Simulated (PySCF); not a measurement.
Electron correlation in Ne²⁺ (neon, charge +2)

[He] 2s2 2p4, high-spin 3P determinant. All numbers are calculated (PySCF 2.14, no relativity, point nucleus, in aug-cc-pwCVDZ (5s4p2d, 27 functions)). Frozen: 1s2; 6 electrons correlated.

MP2 pair energies summed by pair of shells (mhartree):

| pair | energy | share (%) |
| --- | --- | --- |
| 2s-2p | -50.77 | 47.0 |
| 2p-2p | -48.92 | 45.3 |
| 2s-2s | -8.37 | 7.7 |

Total MP2 correlation energy: -108.06 mhartree.

Same-spin part -26.77 and opposite-spin part -81.29 mhartree; SCS-MP2 scales them by 1/3 and 6/5 to -106.47 mhartree.
